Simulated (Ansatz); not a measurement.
Stepwise reaction of `[SiH3][GeH]([SiH3])[Cl]` with hydrogen, as a gas-phase model of exchange steps in deposition or etching. ΔE in kJ/mol; ΔG adds harmonic PBE0-D4 terms to CCSD(T)/CBS, at 1 bar.

Gas-phase electronic energies from Ansatz, PBE0-D4/def2-TZVP geometries. CCSD(T)/CBS adds triple-zeta CCSD(T) − MP2 to the extrapolated MP2 energy (def2 sets, frozen cores). This one scheme is used for every species. Functionals use def2-TZVPP. B3LYP here is the variant with VWN-RPA as its local correlation; programs differ in this. For Ge outer-core shells are correlated without core-valence functions, which leaves a few kJ/mol of doubt a bond. Scalar relativity is left out up to krypton.

```tsv
step	reaction	PBE-D4	B3LYP-D4	ωB97M-V	CCSD(T)/CBS	ΔG(400 K)
1	`[SiH3][GeH]([SiH3])[Cl]` + H₂ → `[SiH3][GeH2][Cl]` + SiH₄	13.1	2.9	-1.5	3.6	4.3
```

Problem. Give the row of step 2, `[SiH3][GeH2][Cl]` + H₂ → `[Cl][GeH3]` + SiH₄. (Best estimate.)

Solution. The calculation gave: 
```
step                                       reaction  PBE-D4  B3LYP-D4  ωB97M-V  CCSD(T)/CBS  ΔG(400 K)
   2  `[SiH3][GeH2][Cl]` + H₂ → `[Cl][GeH3]` + SiH₄     8.5      -1.9     -5.7         -1.2        3.5
```

Problem. By hand: ΔE of the 2 steps together at CCSD(T)/CBS.

Solution. (3.6) + (-1.2) = 2.4 kJ/mol, or 1.2 kJ/mol a step.

In ΔE the steps differ by no more than 4.8 kJ/mol. ΔG lies between 3.5 and 4.3 kJ/mol a step. PBE-D4 differs from CCSD(T)/CBS by 9.5 to 9.7 kJ/mol a step. Only this route is followed, and other bonds may react first. Isolated molecules leave out the surface, adducts and barriers. Largest T1 diagnostic: 0.012.
